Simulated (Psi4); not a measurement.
C5H7N (SMILES Cn1cccc1), singlet, at a GFN2-xTB geometry; MP2/def2-SVPD (Psi4).

The Psi4 input:
```
memory 2 GB

molecule mol {
0 1
C     2.037716    0.018930    0.265991
N     0.612818    0.007555    0.101585
C    -0.169373   -1.101976    0.058548
C    -1.464654   -0.716991   -0.157260
C    -1.465474    0.687185   -0.254222
C    -0.170633    1.099670   -0.093488
H     2.348580    0.952455    0.735118
H     2.547235   -0.071800   -0.698923
H     2.345162   -0.813819    0.898983
H     0.250138   -2.080665    0.188823
H    -2.316200   -1.363947   -0.234234
H    -2.317754    1.316464   -0.419292
H     0.247624    2.087521   -0.098986
}

set {
  basis def2-svpd
  reference rhf
  freeze_core true
}

energy('mp2')
print_variables()
```

Question: Predict the main parts of the log of this Psi4 run.

Answer: 
```
    SCF Algorithm Type (re)set to DF.

   => Loading Basis Set <=

    Name: DEF2-SVPD
    Role: ORBITAL
    Keyword: BASIS

         ---------------------------------------------------------
                                   SCF
               by Justin Turney, Rob Parrish, Andy Simmonett
                          and Daniel G. A. Smith
                              RHF Reference
         ---------------------------------------------------------

  ==> Geometry <==

    Molecular point group: c1
    Full point group: C1

    Geometry (in Angstrom), charge = 0, multiplicity = 1:

       Center              X                  Y                   Z               Mass
    ------------   -----------------  -----------------  -----------------  -----------------
         C            2.075696284221     0.019250470995     0.270534345492    12.000000000000
         N            0.650798284221     0.007875470995     0.106128345492    14.003074004430
         C           -0.131392715779    -1.101655529005     0.063091345492    12.000000000000
         C           -1.426673715779    -0.716670529005    -0.152716654508    12.000000000000
         C           -1.427493715779     0.687505470995    -0.249678654508    12.000000000000
         C           -0.132652715779     1.099990470995    -0.088944654508    12.000000000000
         H            2.386560284221     0.952775470995     0.739661345492     1.007825032230
         H            2.585215284221    -0.071479529005    -0.694379654508     1.007825032230
         H            2.383142284221    -0.813498529005     0.903526345492     1.007825032230
         H            0.288118284221    -2.080344529005     0.193366345492     1.007825032230
         H           -2.278219715779    -1.363626529005    -0.229690654508     1.007825032230
         H           -2.279773715779     1.316784470995    -0.414748654508     1.007825032230
         H            0.285604284221     2.087841470995    -0.094442654508     1.007825032230

  Running in c1 symmetry.

  Rotational constants: A =      0.29720  B =      0.12053  C =      0.08717 [cm^-1]
  Rotational constants: A =   8909.70938  B =   3613.40644  C =   2613.16355 [MHz]
  Nuclear repulsion =  225.690100287170310

  Charge       = 0
  Multiplicity = 1
  Electrons    = 44
  Nalpha       = 22
  Nbeta        = 22

  ==> Algorithm <==

  SCF Algorithm Type is DF.
  DIIS enabled.
  MOM disabled.
  Fractional occupation disabled.
  Guess Type is SAD.
  Energy threshold   = 1.00e-08
  Density threshold  = 1.00e-08
  Integral threshold = 1.00e-12

  ==> Primary Basis <==

  Basis Set: DEF2-SVPD
    Blend: DEF2-SVPD
    Number of shells: 76
    Number of basis functions: 176
    Number of Cartesian functions: 188
    Spherical Harmonics?: true
    Max angular momentum: 2

   => Loading Basis Set <=

    Name: (DEF2-SVPD AUX)
    Role: JKFIT
    Keyword: DF_BASIS_SCF

  ==> Integral Setup <==

  SCF_SUBTYPE=INCORE selected. In-core MEM_DF algorithm will be used.
  Using in-core AOs.

  ==> MemDFJK: Density-Fitted J/K Matrices <==

    J tasked:                   Yes
    K tasked:                   Yes
    wK tasked:                   No
    Algorithm:                 Core
    Schwarz Cutoff:           1E-12
    Mask sparsity (%):       0.7038
    Fitting Condition:        1E-10

   => Auxiliary Basis Set <=

  Basis Set: (DEF2-SVPD AUX)
    Blend: DEF2-UNIVERSAL-JKFIT
    Number of shells: 192
    Number of basis functions: 578
    Number of Cartesian functions: 678
    Spherical Harmonics?: true
    Max angular momentum: 4

  Minimum eigenvalue in the overlap matrix is 3.4317917719E-05.
  Reciprocal condition number of the overlap matrix is 2.9267421828E-06.
    Using symmetric orthogonalization.

  ==> Pre-Iterations <==

  SCF Guess: Superposition of Atomic Densities via on-the-fly atomic UHF (no occupation information).

   -------------------------
    Irrep   Nso     Nmo
   -------------------------
     A        176     176
   -------------------------
    Total     176     176
   -------------------------

  ==> Iterations <==

                           Total Energy        Delta E     RMS |[F,P]|

   @DF-RHF iter SAD:  -247.54073349925341   -2.47541e+02   0.00000e+00
   @DF-RHF iter   1:  -247.53821859889663    2.51490e-03   2.51788e-03 ADIIS/DIIS
   @DF-RHF iter   2:  -247.64443103470666   -1.06212e-01   1.22730e-03 ADIIS/DIIS
   @DF-RHF iter   3:  -247.66759203790545   -2.31610e-02   2.88785e-04 ADIIS/DIIS
   @DF-RHF iter   4:  -247.66945660465933   -1.86457e-03   1.14762e-04 ADIIS/DIIS
   @DF-RHF iter   5:  -247.66968656912923   -2.29964e-04   2.19403e-05 DIIS
   @DF-RHF iter   6:  -247.66970276359223   -1.61945e-05   1.00736e-05 DIIS
   @DF-RHF iter   7:  -247.66970651866194   -3.75507e-06   3.56964e-06 DIIS
   @DF-RHF iter   8:  -247.66970746676796   -9.48106e-07   1.17850e-06 DIIS
   @DF-RHF iter   9:  -247.66970756572499   -9.89570e-08   2.73728e-07 DIIS
   @DF-RHF iter  10:  -247.66970756922291   -3.49792e-09   1.10890e-07 DIIS
   @DF-RHF iter  11:  -247.66970756964474   -4.21835e-10   2.35303e-08 DIIS
   @DF-RHF iter  12:  -247.66970756967117   -2.64322e-11   7.20540e-09 DIIS
  Energy and wave function converged.

  ==> Post-Iterations <==

    Orbital Energies [Eh]
    ---------------------

    Doubly Occupied:

[...]
      22A     -0.296017

    Virtual:

[...]
     176A      4.045924

    Final Occupation by Irrep:
              A
    DOCC [    22 ]
    NA   [    22 ]
    NB   [    22 ]

  @DF-RHF Final Energy:  -247.66970756967117

   => Energetics <=

    Nuclear Repulsion Energy =            225.6901002871703099
    One-Electron Energy =                -780.9105666010641471
    Two-Electron Energy =                 307.5507587442227191
    Total Energy =                       -247.6697075696711750

Computation Completed

Properties will be evaluated at   0.000000,   0.000000,   0.000000 [a0]

Properties computed using the SCF density matrix

 Multipole Moments:

 ------------------------------------------------------------------------------------
     Multipole            Electronic (a.u.)      Nuclear  (a.u.)        Total (a.u.)
 ------------------------------------------------------------------------------------

 L = 1.  Multiply by 2.5417464519 to convert [e a0] to [Debye]
 Dipole X            :         -2.3218591            3.1579884            0.8361293
 Dipole Y            :         -0.0172081            0.0266503            0.0094422
 Dipole Z            :         -0.2578119            0.3777661            0.1199542
 Magnitude           :                                                    0.8447428

 ------------------------------------------------------------------------------------

  //>>>>>>>>>>>>>>>>>>>>>>>>>>>>>>>>>>>//
  //               DFMP2               //
  //<<<<<<<<<<<<<<<<<<<<<<<<<<<<<<<<<<<//

   => Loading Basis Set <=

    Name: (DEF2-SVPD AUX)
    Role: RIFIT
    Keyword: DF_BASIS_MP2

	 --------------------------------------------------------
	                          DF-MP2
	      2nd-Order Density-Fitted Moller-Plesset Theory

	        Rob Parrish, Justin Turney, Andy Simmonett,
	           Ed Hohenstein, and C. David Sherrill
	 --------------------------------------------------------

   => Auxiliary Basis Set <=

  Basis Set: (DEF2-SVPD AUX)
    Blend: DEF2-SVPD-RI
    Number of shells: 183
    Number of basis functions: 545
    Number of Cartesian functions: 625
    Spherical Harmonics?: true
    Max angular momentum: 3

	 --------------------------------------------------------
	                 NBF =   176, NAUX =   545
	 --------------------------------------------------------
	   CLASS    FOCC     OCC    AOCC    AVIR     VIR    FVIR
	   PAIRS       6      22      16     154     154       0
	 --------------------------------------------------------

	-----------------------------------------------------------
	 ==================> DF-MP2 Energies <====================
	-----------------------------------------------------------
	 Reference Energy          =    -247.6697075696711750 [Eh]
	 Singles Energy            =      -0.0000000000000000 [Eh]
	 Same-Spin Energy          =      -0.2251736292807237 [Eh]
	 Opposite-Spin Energy      =      -0.6489321700461430 [Eh]
	 Correlation Energy        =      -0.8741057993268666 [Eh]
	 Total Energy              =    -248.5438133689980305 [Eh]
	-----------------------------------------------------------
	 ================> DF-SCS-MP2 Energies <==================
	-----------------------------------------------------------
	 SCS Same-Spin Scale       =       0.3333333333333333 [-]
	 SCS Opposite-Spin Scale   =       1.2000000000000000 [-]
	 SCS Same-Spin Energy      =      -0.0750578764269079 [Eh]
	 SCS Opposite-Spin Energy  =      -0.7787186040553716 [Eh]
	 SCS Correlation Energy    =      -0.8537764804822795 [Eh]
	 SCS Total Energy          =    -248.5234840501534563 [Eh]
	-----------------------------------------------------------

  Variable Map:
  ----------------------------------------------------------------------------
[...]
  Array Variable Map:
  ----------------------------------------------------------------------------
[...]
[...]
```
